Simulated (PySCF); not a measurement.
PySCF 2.14 output of an unrestricted HSE06 calculation on a single atom or ion in aug-cc-pVDZ-PP with ECP28MDF, with scalar relativity through the core potential:

```
SCF conv_tol = 1e-09
number electrons alpha = 5  beta = 4
    J. Heyd, G. E. Scuseria, and M. Ernzerhof.,  J. Chem. Phys. 118, 8207 (2003)
    J. Heyd, G. E. Scuseria, and M. Ernzerhof.,  J. Chem. Phys. 124, 219906 (2006)
    A. V. Krukau, O. A. Vydrov, A. F. Izmaylov, and G. E. Scuseria.,  J. Chem. Phys. 125, 224106 (2006)
cycle= 1 E= -45.1637336524022  delta_E= -0.00152  |g|= 0.00481  |ddm|= 0.535
cycle= 2 E= -45.1637448357608  delta_E= -1.12e-05  |g|= 0.00081  |ddm|= 0.084
cycle= 3 E= -45.1637451293056  delta_E= -2.94e-07  |g|= 8.61e-05  |ddm|= 0.0152
cycle= 4 E= -45.1637451327342  delta_E= -3.43e-09  |g|= 3.95e-06  |ddm|= 0.00132
cycle= 5 E= -45.1637451327426  delta_E= -8.47e-12  |g|= 2.2e-07  |ddm|= 2.7e-05
converged SCF energy = -45.1637451327426  <S^2> = 0.75051228  2S+1 = 2.0005122
```

The run itself started from symmetry-adapted Hartree-Fock orbitals and held the occupation by maximum overlap, on a logarithmic radial grid, so the iterations belong to that start.

Problem. Which element, charge and spin multiplicity is this?

Solution. Zr³⁺ (zirconium, charge +3), multiplicity 2; the state was [Kr] 4d1, 2D determinant.

Energies and moments cover only the electrons outside the core potential.
